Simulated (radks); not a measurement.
All-electron atom: Pr4+ in [Xe] 4f1.

Calculated with a radial shooting solver on a logarithmic mesh with Libxc functionals: scalar-relativistic Kohn-Sham, HCTH/407, spin-polarised, spherical densities, point nucleus; open shells are filled with parallel spins first (spin-orbit coupling, left out, can overturn this in heavy ions).

Energy parts (hartree):
total: -9240.0120
kinetic: 9813.3799
electron-nucleus: -22313.7289
Hartree: 3480.0814
exchange-correlation: -219.7444

Orbitals (lengths in bohr, moments of r in powers of bohr):
orbital,occ.,eigenvalue (hartree),<r>
1s up,1,-1538.215,0.02410
1s down,1,-1538.215,0.02410
2s up,1,-249.3764,0.1031
2s down,1,-249.3762,0.1031
2p up,3,-223.4418,0.09054
2p down,3,-223.4417,0.09054
3s up,1,-55.44241,0.2723
3s down,1,-55.42867,0.2723
3p up,3,-47.22248,0.2703
3p down,3,-47.20875,0.2703
3d up,5,-35.67788,0.2472
3d down,5,-35.66723,0.2472
4s up,1,-12.58405,0.6190
4s down,1,-12.54787,0.6189
4p up,3,-9.87817,0.6539
4p down,3,-9.84171,0.6538
4d up,5,-5.99841,0.7142
4d down,5,-5.96144,0.7142
5s up,1,-3.00771,1.420
5s down,1,-2.98697,1.425
5p up,3,-2.27989,1.598
5p down,3,-2.26481,1.605
4f up,1,-1.84509,0.9183
4f down,0,-1.81052,0.9237
5d up,0,-1.33109,2.068
5d down,0,-1.32412,2.078
6s up,0,-1.10632,3.019
6s down,0,-1.10259,3.027

The highest occupied level is 4f up at -50.208 eV. The density falls to 0.001 e/bohr^3 at r = 3.26 bohr. Summed over all electrons, <r^2> = 34.00 bohr^2, which gives a Langevin (diamagnetic) susceptibility term of -26.9 x 10^-6 cm^3/mol. Spin moment in Bohr magnetons: 1.
